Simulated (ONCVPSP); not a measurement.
**Before and after: ONCV potential for fluorine (F)**

| Quantity | Value |
| --- | --- |
| Element | fluorine (F) |
| Generator | ONCVPSP 4.0.1 |
| Type | optimised norm-conserving Vanderbilt (ONCV) |
| Functional | LDA (Perdew-Wang 92) |
| Relativity | scalar-relativistic |
| Frozen core | [He] |
| Valence charge | 7 |
| Reference configuration | 2s2 2p4.75 (charge +0.25) |
| Partial waves | 2s: rc 0.55 bohr, ncon 4, nbas 8, qcut 11.8 1/bohr, 2 projectors, debl 0.4 Ha; 2p: rc 1.45 bohr, ncon 4, nbas 8, qcut 9.6 1/bohr, 3 projectors, debl 1.6 Ha; d scattering state at 0.21 Ha: rc 1.30 bohr, ncon 4, nbas 9, qcut 7.1 1/bohr, 2 projectors, debl 3.8 Ha |
| Local potential | polynomial inside 0.40 bohr (lpopt 5, dvloc0 3 Ha) |
| Core correction | Teter function fitted to the true core (icmod 2), fcfact 0.6 |

In the s channel the program set the typed energies aside and used -1.237, 0.250 Ha.

Change: s: rc 0.54.

Cutoffs: the cutoffs (Ha) at which the residual kinetic energy of the hardest occupied pseudo-wave falls to 1 and 0.1 mHa per electron; they do not see the model core or the augmentation charge, which bear on the density cutoff. Errors are all-electron minus pseudo energies relative to the spin-unpolarised reference configuration.

**Question.** What does the change do?

**Answer.** The potential gets harder (146 Ha and 550 Ha → 276 Ha and 585 Ha); both files keep a bound ghost (s); the errors of the 4 common tests hardly move. A smaller radius makes the pseudo-wave follow the all-electron one further in, where it bends more sharply, so more plane waves are needed.

```tsv
quantity	base	changed
cutoff, loose	146 Ha	276 Ha
cutoff, tight	550 Ha	585 Ha
loose cutoff by channel	s 146 Ha, p 33 Ha	s 276 Ha, p 33 Ha
bound ghosts	s	s
GHOST(+) flags under 300 eV	d at 22.7 eV	d at 22.7 eV
error for 2s2 2p5, meV [ΔE -3.31 eV]	+1.6	+1.6
error for 2s2 2p4, meV [ΔE 16.25 eV]	+25	+25
error for 2s2 2p3, meV [ΔE 54.77 eV]	+254	+254
error for 2s1 2p5, meV [ΔE 34.91 eV]	-28	-28
s: phases at 0.56 bohr within 0.05 rad from the reference energy up to (Ha; the scan ends near 5)	to the end of the scan	to the end of the scan
p: phases at 1.47 bohr within 0.05 rad from the reference energy up to (Ha; the scan ends near 5)	to the end of the scan	to the end of the scan
d: phases at 1.32 bohr within 0.05 rad from the reference energy up to (Ha; the scan ends near 5)	0.8	0.8
rms error of d²Exc/dni dnj with the model core, mHa	1.54	1.54
```

 A true bound ghost makes a file unfit for plane-wave use even where its test errors are small: the radial tests pick states by their node count and pass the ghost by.
